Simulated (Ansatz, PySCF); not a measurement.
Spin states of IrO2 (SMILES [O]=[Ir]=[O]), each relaxed with B3LYP-D3(BJ)/def2-TZVP.
State 1 (charge 0, multiplicity 2):
```xyz
3

Ir     0.03183    -0.02100     0.02097
O      1.25929     0.23604    -1.12402
O     -1.32419    -0.16767     1.03263
```
State 2 (charge 0, multiplicity 4):
```xyz
3

Ir     0.34308    -0.28814     0.34360
O      0.94274     0.34466    -1.15136
O     -1.31888    -0.00915     0.73734
```

```
level                     energy of the multiplicity-4 state less that of the multiplicity-2 state (kcal/mol)  cost
------------------------  -----------------------------------------------------------------------------------  ----
SVWN5/def2-TZVPP                                                                                        28.63  ×0.5
PBE-D3(BJ)/def2-TZVPP                                                                                   23.68    ×1
PBE-D4/def2-TZVPP                                                                                       23.67    ×1
BLYP/def2-TZVPP                                                                                         24.29    ×1
r2SCAN/def2-TZVPP                                                                                       16.54    ×1
B97M-V/def2-TZVPP                                                                                       19.98    ×2
B3LYP-D3(BJ)/def2-TZVPP                                                                                 23.27  ×0.4
B3LYP-D4/def2-TZVPP                                                                                     23.26  ×0.4
PBE0/def2-TZVPP                                                                                         21.49  ×0.4
BHLYP/def2-TZVPP                                                                                        19.59  ×0.9
CAM-B3LYP-D4/def2-TZVPP                                                                                 24.54  ×0.8
wB97M-V/def2-TZVPP                                                                                      26.74    ×3
B2PLYP-D3(BJ)/def2-TZVPP                                                                                30.94    ×1
B2PLYP-D4/def2-TZVPP                                                                                    30.94    ×1
```

The rows run from 16.54 (r2SCAN/def2-TZVPP) to 30.94 kcal/mol (B2PLYP-D3(BJ)/def2-TZVPP). The 7 functionals in def2-TZVPP without D3 or D4 span 12.08, from r2SCAN to SVWN5.

Singlets are restricted, other states unrestricted; no spin–orbit coupling, no relativity up to Kr; see below for the cores. The largest T1 diagnostic is 0.088.

Correlated levels freeze the inner cores; with def2 sets outer-core shells near the valence are correlated too.

The values were computed with Ansatz (Gaussian basis) for Hartree–Fock, density functionals and correlated methods; PySCF for the dispersion terms. Values without a source in brackets are computed. In def2 rows elements past Kr take small-core potentials, without spin–orbit coupling.

Costs are rough ratios of core time to PBE/def2-TZVPP (about 16 s over the structures, on one shared machine); a dash marks a level with no comparable run of its own.

Ansatz is a quantum-chemistry and plane-wave program.
